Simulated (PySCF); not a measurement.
## Correlation energy of Mn (manganese, neutral)

[Ar] 3d5 4s1 4p1, high-spin 8P determinant (an excited configuration). Calculation: PySCF 2.14, in dyall-av2z; the non-relativistic Hamiltonian (point nucleus). Frozen: [Ar]; 7 electrons correlated; the 25 highest virtual orbitals of each spin left out.

```tsv
level	correlation energy (mhartree)
CCSD	-89.37
(T)	-1.45
CCSD(T)	-90.82
```

Diagnostics: T1 = 0.011, D1 = 0.0274, largest double amplitude 0.032.

Cost of the coupled-cluster step: about 13 core-seconds, for 7 correlated electrons.
